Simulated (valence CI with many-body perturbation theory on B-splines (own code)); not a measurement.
**E1 transitions of Bi50+**

Computed by configuration interaction combined with many-body perturbation theory (CI+MBPT): five valence electrons over a frozen Dirac-Fock core [Ar] 3d10, a basis of 9 s, 9 p, 8 d, 6 f, 3 g, 1 h functions for each j, with the one-electron correlation potential Σ1, the two-electron term Σ2, the three-electron term Σ3, Breit, model QED; selected CI, second order for the rest (own B-spline code, finite nucleus).

No measured spectrum was set against this ion. As an estimate, large intervals hold to a few tenths of a per cent, small ones and those within an open d or f shell to about a per cent. Among the levels kept, up to 330 cm⁻¹ of a level comes from second order outside the variational space, and about a tenth of that is noise between levels of different J, which matters for small intervals.

Lines 1 to 50 of 204 in falling wavelength, among levels below 4584.3 × 10³ cm⁻¹, chosen from the strongest by gf and those to the six lowest levels. Wavelengths and rates use the calculated energies. Electric multipoles are in the length gauge, E1 and E2 with the static RPA response of the core. Weak lines are less certain than strong ones. Lines between different terms over intervals too small for the method are left out, as are lines whose strength nearly cancels. The highest levels of a list are the least certain.

Levels are named by their leading jj configuration (3d3/2^4 stands for four electrons in 3d with j = 3/2), which in mixed levels can hold well under half, so a name can repeat and another be missing. Letters in brackets count levels of one name in rising energy.

```tsv
λ vac (nm)	Upper	Lower	A (s⁻¹)	S (a.u.)
482.3	(4s^2 4p1/2^2 4d3/2) J=3/2	(4s^2 4p1/2 4p3/2^2) J=1/2	1.22e+01	2.71e-06
115.8	(4s^2 4p1/2^2 4d3/2) J=3/2	(4s^2 4p1/2 4p3/2^2) J=5/2	1.50e+05	4.60e-04
72.51	(4s^2 4p1/2^2 4d3/2) J=3/2	(4s^2 4p1/2 4p3/2^2) J=3/2	1.08e+04	8.16e-06
22.26	(4s^2 4p1/2^2 4d5/2) J=5/2	(4s^2 4p1/2 4p3/2^2) J=5/2	2.15e+07	7.02e-04
19.97	(4s^2 4p1/2^2 4d5/2) J=5/2	(4s^2 4p1/2 4p3/2^2) J=3/2	2.06e+07	4.87e-04
13.14	(4s 4p1/2^2 4p3/2 4d3/2) J=3/2 [a]	(4s^2 4p1/2 4p3/2 4d3/2) J=1/2 [b]	1.52e+09	6.80e-03
13.10	(4s 4p1/2^2 4p3/2 4d3/2) J=5/2 [a]	(4s^2 4p1/2 4p3/2 4d3/2) J=3/2 [b]	3.94e+09	2.62e-02
12.02	(4s 4p1/2^2 4p3/2 4d3/2) J=7/2	(4s^2 4p1/2 4p3/2 4d3/2) J=5/2 [b]	9.83e+09	6.75e-02
11.27	(4s 4p1/2^2 4p3/2 4d3/2) J=3/2 [b]	(4s^2 4p1/2 4p3/2 4d3/2) J=1/2 [b]	3.60e+09	1.02e-02
11.15	(4s 4p1/2^2 4p3/2 4d3/2) J=3/2 [b]	(4s^2 4p1/2 4p3/2 4d3/2) J=3/2 [b]	9.04e+09	2.48e-02
11.05	(4s 4p1/2^2 4p3/2 4d5/2) J=9/2	(4s^2 4p1/2 4p3/2 4d5/2) J=9/2	1.14e+10	7.62e-02
10.96	(4s 4p1/2^2 4p3/2 4d3/2) J=3/2 [b]	(4s^2 4p1/2 4p3/2 4d3/2) J=5/2 [b]	1.94e+09	5.05e-03
10.90	(4s 4p1/2^2 4p3/2 4d5/2) J=7/2 [a]	(4s^2 4p1/2 4p3/2 4d5/2) J=7/2 [b]	7.04e+09	3.60e-02
10.88	(4s 4p1/2^2 4p3/2 4d3/2) J=5/2 [a]	(4s^2 4p1/2 4p3/2 4d3/2) J=7/2	3.14e+09	1.20e-02
10.86	(4s 4p1/2 4p3/2^3) J=3/2 [a]	(4s^2 4p3/2^3) J=3/2	1.95e+09	4.93e-03
10.83	(4s 4p1/2^2 4p3/2 4d5/2) J=7/2 [a]	(4s^2 4p1/2 4p3/2 4d5/2) J=5/2 [b]	1.03e+10	5.19e-02
10.65	(4s 4p1/2^2 4p3/2^2) J=5/2	(4s^2 4p1/2 4p3/2^2) J=5/2	1.30e+10	4.67e-02
10.48	(4s 4p1/2^2 4p3/2 4d3/2) J=1/2 [b]	(4s^2 4p1/2 4p3/2 4d3/2) J=1/2 [b]	1.41e+10	1.60e-02
10.38	(4s 4p1/2^2 4p3/2 4d3/2) J=1/2 [b]	(4s^2 4p1/2 4p3/2 4d3/2) J=3/2 [b]	6.69e+09	7.39e-03
10.38	(4s 4p1/2^2 4p3/2 4d5/2) J=9/2	(4s^2 4p1/2 4p3/2 4d5/2) J=7/2 [a]	2.26e+10	1.25e-01
10.35	(4s 4p1/2^2 4p3/2 4d3/2) J=5/2 [a]	(4s^2 4p1/2 4p3/2 4d3/2) J=3/2 [a]	5.53e+09	1.82e-02
10.31	(4s 4p1/2^2 4p3/2 4d3/2) J=5/2 [b]	(4s^2 4p1/2 4p3/2 4d3/2) J=3/2 [b]	2.26e+09	7.34e-03
10.30	(4s 4p1/2^2 4p3/2 4d3/2) J=3/2 [a]	(4s^2 4p1/2 4p3/2 4d3/2) J=1/2 [a]	3.41e+09	7.36e-03
10.30	(4s 4p1/2^2 4p3/2 4d3/2) J=7/2	(4s^2 4p1/2 4p3/2 4d3/2) J=7/2	1.56e+10	6.72e-02
10.29	(4s 4p1/2^2 4p3/2 4d3/2) J=3/2 [a]	(4s^2 4p1/2 4p3/2 4d3/2) J=3/2 [a]	1.32e+10	2.84e-02
10.29	(4s 4p1/2^2 4p3/2 4d3/2) J=5/2 [a]	(4s^2 4p1/2 4p3/2 4d3/2) J=5/2 [a]	1.61e+10	5.19e-02
10.28	(4s 4p1/2^2 4p3/2 4d3/2) J=1/2 [a]	(4s^2 4p1/2 4p3/2 4d3/2) J=1/2 [a]	1.98e+10	2.12e-02
10.27	(4s 4p1/2^2 4p3/2 4d3/2) J=1/2 [a]	(4s^2 4p1/2 4p3/2 4d3/2) J=3/2 [a]	8.36e+09	8.94e-03
10.25	(4s 4p1/2^2 4p3/2 4d5/2) J=5/2 [a]	(4s^2 4p1/2 4p3/2 4d5/2) J=5/2 [a]	1.72e+10	5.47e-02
10.22	(4s 4p1/2^2 4p3/2 4d3/2) J=3/2 [a]	(4s^2 4p1/2 4p3/2 4d3/2) J=5/2 [a]	1.28e+10	2.70e-02
10.16	(4s 4p1/2^2 4p3/2 4d5/2) J=7/2 [b]	(4s^2 4p1/2 4p3/2 4d5/2) J=7/2 [b]	6.62e+09	2.74e-02
10.16	(4s 4p1/2^2 4p3/2 4d5/2) J=1/2	(4s^2 4p1/2 4p3/2 4d5/2) J=1/2	3.91e+09	4.04e-03
10.15	(4s 4p1/2^2 4p3/2 4d3/2) J=5/2 [b]	(4s^2 4p1/2 4p3/2 4d3/2) J=5/2 [b]	1.02e+10	3.15e-02
10.11	(4s 4p1/2^2 4p3/2 4d5/2) J=7/2 [b]	(4s^2 4p1/2 4p3/2 4d5/2) J=5/2 [b]	1.01e+10	4.12e-02
10.10	(4s 4p1/2^2 4p3/2^2) J=5/2	(4s^2 4p1/2 4p3/2^2) J=3/2	1.92e+10	5.86e-02
10.07	(4s^2 4p3/2^3) J=3/2	(4s^2 4p1/2^2 4d5/2) J=5/2	1.67e+06	3.36e-06
10.03	(4s 4p1/2^2 4p3/2 4d5/2) J=5/2 [a]	(4s^2 4p1/2 4p3/2 4d5/2) J=3/2 [a]	2.21e+10	6.62e-02
10.01	(4s 4p1/2^2 4p3/2 4d5/2) J=1/2	(4s^2 4p1/2 4p3/2 4d5/2) J=3/2 [b]	3.46e+10	3.43e-02
9.991	(4s 4p1/2 4p3/2^3) J=5/2	(4s^2 4p3/2^3) J=3/2	2.20e+10	6.51e-02
9.902	(4s 4p1/2^2 4p3/2 4d5/2) J=3/2 [b]	(4s^2 4p1/2 4p3/2 4d5/2) J=1/2	1.95e+10	3.74e-02
9.854	(4s 4p1/2^2 4p3/2^2) J=1/2	(4s^2 4p1/2 4p3/2^2) J=1/2	4.25e+10	4.01e-02
9.767	(4s 4p1/2^2 4p3/2 4d5/2) J=3/2 [b]	(4s^2 4p1/2 4p3/2 4d5/2) J=3/2 [b]	2.56e+10	4.70e-02
9.763	(4s 4p1/2^2 4p3/2 4d3/2) J=7/2	(4s^2 4p1/2 4p3/2 4d3/2) J=5/2 [a]	3.66e+09	1.34e-02
9.701	(4s 4p1/2^2 4p3/2^2) J=3/2	(4s^2 4p1/2 4p3/2^2) J=1/2	8.93e+06	1.61e-05
9.701	(4s 4p1/2^2 4p3/2 4d5/2) J=3/2 [a]	(4s^2 4p1/2 4p3/2 4d5/2) J=5/2 [a]	3.16e+10	5.70e-02
9.548	(4s 4p1/2^2 4p3/2 4d5/2) J=7/2 [a]	(4s^2 4p1/2 4p3/2 4d5/2) J=9/2	1.38e+10	4.76e-02
9.510	(4s 4p1/2^2 4p3/2 4d5/2) J=3/2 [a]	(4s^2 4p1/2 4p3/2 4d5/2) J=3/2 [a]	9.46e+09	1.61e-02
9.454	(4s^2 4p1/2 4d3/2^2) J=5/2	(4s^2 4p1/2 4p3/2 4d5/2) J=7/2 [b]	4.42e+09	1.11e-02
9.331	(4s 4p1/2^2 4p3/2 4d5/2) J=5/2 [b]	(4s^2 4p1/2 4p3/2 4d5/2) J=7/2 [b]	3.90e+10	9.39e-02
9.283	(4s 4p1/2^2 4p3/2 4d5/2) J=5/2 [b]	(4s^2 4p1/2 4p3/2 4d5/2) J=5/2 [b]	1.43e+10	3.38e-02
```
